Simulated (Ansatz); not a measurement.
`O[Si](O)(F)[SiH2]F`. The species carries charge 0 and has multiplicity 1.

```xyz
10

O     1.8876   -0.3102    0.3548
Si    0.5574    0.3406   -0.3349
O     0.4750    1.9040    0.0954
F     0.7174    0.1824   -1.9187
Si   -1.4672   -0.6390    0.3166
F    -1.3773   -2.2157    0.0104
H     2.2456   -1.1192   -0.0145
H     1.2832    2.4181    0.1516
H    -2.6243   -0.0901   -0.4342
H    -1.6973   -0.4710    1.7736
```

Problem. What are the harmonic wavenumbers in cm⁻¹ at PBE0-D4/def2-TZVP (Ansatz, finite differences of forces, unscaled)? (An estimate is asked.)

Solution. The calculation gave: 40, 93, 137, 179, 212, 235, 301, 327, 345, 488, 515, 727, 766, 803, 842, 849, 904, 934, 951, 992, 2233, 2241, 3904, 3921.

Problem. Is this a minimum?

Solution. Yes, all 24 modes are real.

Problem. Give the ideal-gas thermochemistry at 298.15 K and 1 bar (rigid rotor, harmonic oscillator; point group C1, symmetry number 1).

Solution. Zero-point energy 137.2 kJ/mol; H(298) − E = 163.2 kJ/mol; entropy 390.9 J/(mol·K), of which translation 169.6, rotation 118.4, vibration 102.9; G(298) − E = 46.6 kJ/mol. Modes under 100 cm⁻¹ are hindered rotations or soft bends, so the harmonic entropy is rough.

Problem. And at 400, 500, 600, 800 and 1000 K?

Solution. 
```csv
T (K),H − E (kJ/mol),S (J/mol/K),G − E (kJ/mol)
400,177.8,432.9,4.6
500,193.8,468.6,-40.5
600,211.0,499.8,-88.9
800,247.7,552.5,-194.4
1000,286.5,595.9,-309.3
```
